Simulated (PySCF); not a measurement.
C2H5BO.

```xyz
9

B      0.4622    -0.6240     0.0000
H      1.6713    -0.5355     0.0000
C     -0.4273     0.6544     0.0000
C      0.1173     1.8801     0.0000
H     -1.5255     0.5838     0.0000
H     -0.4811     2.7978     0.0000
H      1.2056     2.0091     0.0000
O     -0.0397    -1.8799     0.0000
H     -1.0031    -1.9025     0.0000
```
Charge 0, spin multiplicity 1.

The structure is a stationary point at PBE0-D3(BJ)/def2-SVP. The values are those of a single conformer.

Computed with KT2/pcSseg-1 (PySCF). Non-relativistic, no solvent.

Computed absolute GIAO shielding of each atom: isotropic value and principal components (ppm):
```csv
atom,σ(iso),σ11,σ22,σ33,span
B1,60.7,38.7,50.6,92.9,54.1
H2,26.2,25.1,26.1,27.5,2.4
C3,46.4,-57.6,38.7,158.2,215.8
C4,39.2,-76.8,34.2,160.1,236.8
H5,25.4,22.4,26.0,27.8,5.4
H6,24.7,21.9,24.8,27.4,5.5
H7,24.9,21.6,25.1,27.9,6.4
O8,143.1,0.9,143.2,285.3,284.4
H9,26.1,22.8,24.0,31.5,8.7
```
